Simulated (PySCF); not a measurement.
An equivalent PySCF input for N (nitrogen, neutral), [He] 2s2 2p3, high-spin 4S determinant, with the non-relativistic Hamiltonian (point nucleus):

```python
from pyscf import gto, scf, dft, mp, cc
import basis_set_exchange as bse
mol = gto.M(atom="N 0 0 0", charge=0, spin=3, symmetry="D2h",
            basis=gto.basis.parse(bse.get_basis("cc-pV5Z", elements=["N"], fmt="nwchem", header=False)))
mf = dft.UKS(mol, xc="PBE0")
mf.irrep_nelec = {'Ag': (2, 2), 'B1u': (1, 0), 'B2u': (1, 0), 'B3u': (1, 0)}
mf.kernel()
```

It reaches the same state as the run whose output follows, with an energy that differs only through the grid. The run itself started from symmetry-adapted Hartree-Fock orbitals and held the occupation by maximum overlap, on a logarithmic radial grid, so the iterations belong to that start.

```
SCF conv_tol = 1e-09
number electrons alpha = 5  beta = 2
XC functionals = PBE0
    C. Adamo and V. Barone.,  J. Chem. Phys. 110, 6158 (1999)
    M. Ernzerhof and G. E. Scuseria.,  J. Chem. Phys. 110, 5029 (1999)
cycle= 1 E= -54.5462819202517  delta_E= -0.00287  |g|= 0.00677  |ddm|= 0.306
cycle= 2 E= -54.5463160473842  delta_E= -3.41e-05  |g|= 0.00119  |ddm|= 0.0153
cycle= 3 E= -54.5463174382772  delta_E= -1.39e-06  |g|= 0.000161  |ddm|= 0.00335
cycle= 4 E= -54.546317453407  delta_E= -1.51e-08  |g|= 8.35e-05  |ddm|= 0.000497
cycle= 5 E= -54.5463174562496  delta_E= -2.84e-09  |g|= 1.52e-06  |ddm|= 0.000155
cycle= 6 E= -54.5463174562505  delta_E= -9.09e-13  |g|= 1.51e-07  |ddm|= 4.2e-06
converged SCF energy = -54.5463174562505  <S^2> = 3.7529218  2S+1 = 4.0014607
```
